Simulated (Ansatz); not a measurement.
```yaml
crystal:
  periodic: [false, false, false]
  atoms:
    - {symbol: Ga, position_ang: [-0.822735, 1.189067, -0.479800]}
    - {symbol: C, position_ang: [0.503669, 0.048890, 0.386567]}
    - {symbol: B, position_ang: [0.461415, -1.471307, 0.366884]}
    - {symbol: O, position_ang: [1.285884, -0.924521, -0.508635]}
    - {symbol: H, position_ang: [-1.282451, 0.848954, -1.937663]}
    - {symbol: H, position_ang: [-1.433141, 2.379400, 0.338867]}
    - {symbol: H, position_ang: [1.163046, 0.486837, 1.137039]}
    - {symbol: H, position_ang: [0.124303, -2.557330, 0.696741]}
basis:
  gaussian: {orbitals: def2-SVPD}
total_charge: -1
magnetization: {spin_polarized: true, initial_magnetization: 2}
hamiltonian: {xc: {name: B2GP-PLYP}, pseudopotentials: {relativity: none}}
accuracy: high
```

```sh
$ ansatz run in.yaml --threads 2 --pin off --events-out ev --progress --plain --max-ram 4352MiB
```

Shortened log:

```
Error: a molecule whose nuclei and cores have a total charge of 54 cannot have a net charge of -1 together with 2 unpaired electrons
```

Problem. What is wrong with this run?

Solution. The number of unpaired electrons doesn't fit the electron count. The program refused the input.
